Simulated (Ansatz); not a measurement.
Q: Name a neutral molecule of C, N, O, Si and H with LUMO energy (PBE/def2-TZVPP) between -0.65 and -0.35 eV and size of the dipole moment (ωB97M-V/def2-TZVPP) between 1.45 and 1.75 D (Ansatz, PBE0-D4/def2-TZVP geometry).

A: `CO[SiH](N)O[SiH3]` (-0.57 eV, 1.63 D); `C[SiH](N)O[SiH3]` (-0.46 eV, 1.45 D). Other molecules can fit too; these were computed, each in one conformer that needn't be the lowest.
